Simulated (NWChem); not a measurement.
# ScH2O2F; SMILES [Sc]([F])([OH])[OH]

```xyz
6

Sc     0.0018     0.0045     0.0000
F      1.8269     0.2005     0.0000
O     -0.6701    -1.7376     0.0000
H     -1.4064    -2.3566     0.0000
O     -1.1085     1.4977     0.0000
H     -1.3685     2.4230     0.0000
```
Atoms are numbered in this order, from 1.

All runs: NWChem. Structure relaxed at the B3LYP/6-31G* (spherical d) level. Vzz is the largest principal value of the second derivative of the potential at the nucleus (NWChem prints the opposite sign); η is the asymmetry. Non-relativistic.

```
level                   Vzz Sc1 (a.u.)  η Sc1  Vzz O3 (a.u.)  η O3  Vzz O5 (a.u.)  η O5
----------------------  --------------  -----  -------------  ----  -------------  ----
PBE0/def2-SVP                        …   0.17              …  0.22              …  0.20
PBE0/cc-pVTZ                     1.590   0.13          1.251  0.25          1.252  0.23
Hartree-Fock/def2-TZVP           1.611   0.10          1.334  0.20          1.320  0.19
Hartree-Fock/def2-SVP            1.415   0.16          1.432  0.17          1.428  0.16
```

What belongs in the gaps?


- PBE0/def2-SVP, Vzz Sc1 (a.u.): 1.255
- PBE0/def2-SVP, Vzz O3 (a.u.): 1.343
- PBE0/def2-SVP, Vzz O5 (a.u.): 1.349
